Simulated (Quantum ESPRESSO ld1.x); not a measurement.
Values are calculated unless marked as measured or tabulated.
Task: Ionisation ladder of potassium, from K I to K XIX. Each ion is in the ground configuration listed by NIST, and IE = E(next ion) - E(this ion), with E = 0 for the bare nucleus. Level of theory: Dirac Kohn-Sham, LDA (Slater exchange, Perdew-Zunger correlation), spin-unpolarised, spherical densities, point nucleus; open shells are shared between the two j in proportion to 2j + 1 (ld1.x of Quantum ESPRESSO 7.5).

| species | configuration | IE, Delta-SCF (eV) | -e(HOMO) (eV) | HOMO | <r> HOMO (bohr) |
|---|---|---|---|---|---|
| K I | [Ar] 4s1 | ? | 2.430 | 4s1/2 | 4.90 |
| K II | [Ar] | 32.006 | 24.877 | 3p3/2 | 1.43 |
| K III | [Ne] 3s2 3p5 | 46.952 | 39.168 | 3p3/2 | 1.36 |
| K IV | [Ne] 3s2 3p4 | 63.082 | 54.720 | 3p3/2 | 1.30 |
| K V | [Ne] 3s2 3p3 | 80.266 | 71.385 | 3p3/2 | 1.24 |
| K VI | [Ne] 3s2 3p2 | 98.392 | 89.048 | 3p3/2 | 1.20 |
| K VII | [Ne] 3s2 3p1 | 117.33 | 107.59 | 3p3/2 | 1.15 |
| K VIII | [Ne] 3s2 | 155.98 | 145.92 | 3s1/2 | 1.08 |
| K IX | [Ne] 3s1 | 175.60 | 166.01 | 3s1/2 | 1.06 |
| K X | [Ne] | 505.64 | 472.94 | 2p3/2 | 0.345 |
| K XI | [He] 2s2 2p5 | 570.86 | 536.74 | 2p3/2 | 0.335 |
| K XII | [He] 2s2 2p4 | 638.74 | 603.25 | 2p3/2 | 0.325 |
| K XIII | [He] 2s2 2p3 | 709.11 | 672.34 | 2p3/2 | 0.317 |
| K XIV | [He] 2s2 2p2 | ? | 743.82 | 2p3/2 | 0.309 |
| K XV | [He] 2s2 2p1 | ? | 817.39 | 2p3/2 | 0.301 |
| K XVI | [He] 2s2 | 967.24 | 935.10 | 2s1/2 | 0.341 |
| K XVII | [He] 2s1 | 1028.5 | 999.07 | 2s1/2 | 0.337 |
| K XVIII | [He] | ? | 4482.4 | 1s1/2 | 0.0803 |
| K XIX | 1s1 | 4886.8 | 4762.1 | 1s1/2 | 0.0790 |

Estimate the withheld Delta-SCF values.

Result: K I: 4.407 eV (NIST 4.341); K XIV: 781.75 eV (NIST 786.3); K XV: 856.23 eV (NIST 860.9); K XVIII: 4623.1 eV (NIST 4610.8).

Beside tabulated values, note that spin-unpolarised runs miss the spin-polarisation part of the exchange energy of open shells.
